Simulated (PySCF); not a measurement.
Ga(All)(OH)2, C3H7GaO2, SMILES C=C[CH2][Ga]([OH])[OH], PBE0/def2-SVP optimised geometry.

```
13

Ga    -0.09     0.06     0.00
C     -1.30    -1.50    -0.05
C     -1.82    -1.69    -1.43
C     -1.45    -2.65    -2.29
H     -2.11    -1.27     0.66
H     -0.76    -2.39     0.31
H     -2.55    -0.94    -1.77
H     -0.72    -3.42    -2.01
H     -1.87    -2.70    -3.30
O     -0.78     1.70     0.00
H     -0.10     2.39    -0.02
O      1.70     0.06     0.00
H      2.11    -0.81    -0.02
```

Density from PySCF with PBE0/def2-TZVP at that geometry.

Minimum of the electron density along straight lines between bonded atoms, close to the bond critical point (lines longer than 1.1 times the sum of covalent radii, or with two minima, are not listed):

| bond | length / Å | ρ at the minimum / e bohr⁻³ | ∇²ρ there / e bohr⁻⁵ | position (fraction from the first atom) |
|---|---|---|---|---|
| Ga1–C2 | 1.969 | 0.114 | 0.18 | 0.48 |
| C2–C3 | 1.492 | 0.259 | -0.67 | 0.50 |
| C3–C4 | 1.337 | 0.347 | -1.05 | 0.51 |
| C2–H5 | 1.102 | 0.268 | -0.88 | 0.64 |
| C2–H6 | 1.101 | 0.270 | -0.90 | 0.64 |
| C3–H7 | 1.098 | 0.278 | -0.97 | 0.65 |
| C4–H8 | 1.095 | 0.275 | -0.95 | 0.64 |
| C4–H9 | 1.093 | 0.278 | -0.96 | 0.65 |
| Ga1–O10 | 1.781 | 0.137 | 0.74 | 0.48 |
| O10–H11 | 0.963 | 0.357 | -2.39 | 0.80 |
| Ga1–O12 | 1.788 | 0.134 | 0.72 | 0.48 |
| O12–H13 | 0.962 | 0.358 | -2.40 | 0.80 |
